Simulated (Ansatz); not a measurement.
Conformers of CH₈BNO₂Si (`COB(N)O[SiH3]`), each relaxed with PBE0-D4/def2-TZVP in Ansatz. CBS adds the triple-zeta coupled-cluster correction to the MP2 limit.

Not all of them had a frequency check.

Conformer A:

Z-matrix (Å, degrees):
```
C
O 1 1.409
H 1 1.094 2 111.5
H 1 1.094 2 111.6 3 -121.3
H 1 1.090 2 107.6 3 119.3
B 2 1.366 1 120.5 3 61.6
O 6 1.378 2 119.4 1 0.3
N 6 1.409 2 118.0 1 -179.6
Si 7 1.634 6 136.9 2 -177.3
H 8 1.003 6 121.3 2 -0.5
H 8 1.003 6 123.8 2 -178.7
H 9 1.484 7 108.9 6 -129.7
H 9 1.491 7 111.1 6 -9.7
H 9 1.485 7 109.6 6 110.5
```

Conformer B:

Cartesian coordinates in Å:
```
C 1.224 -0.639 1.257
O 0.159 0.244 1.500
B -0.762 0.543 0.530
N -1.835 1.380 0.883
O -0.693 0.055 -0.754
Si 0.248 -0.464 -1.976
H 1.773 -0.767 2.190
H 0.871 -1.622 0.926
H 1.917 -0.244 0.506
H -1.949 1.740 1.812
H -2.545 1.648 0.228
H -0.526 -0.341 -3.235
H 0.634 -1.887 -1.783
H 1.485 0.355 -2.083
```

(1) Which is lowest in electronic energy at CCSD(T)/CBS (frozen core, def2 sets), and by how much? (An estimate is asked.)

(2) Give the energies relative to A (kJ/mol) with ωB97X-V/def2-TZVPP, r2SCAN/def2-TZVPP, B3LYP/def2-TZVPP, HF/def2-TZVPP, CCSD/def2-TZVPP, CCSD(T)/def2-TZVPP, MP2/def2-QZVPP. (Best estimate.)

Results:

(1) Computed: A; B lies 6.1 kJ/mol higher.

(2) Computed: 
```json
{"level": "ωB97X-V/def2-TZVPP", "B": "5.7"}
{"level": "r2SCAN/def2-TZVPP", "B": "6.0"}
{"level": "B3LYP/def2-TZVPP", "B": "7.2"}
{"level": "HF/def2-TZVPP", "B": "7.0"}
{"level": "CCSD/def2-TZVPP", "B": "6.8"}
{"level": "CCSD(T)/def2-TZVPP", "B": "6.9"}
{"level": "MP2/def2-QZVPP", "B": "6.5"}
```

B3LYP here is the variant with VWN-RPA as its local correlation; programs differ in this.
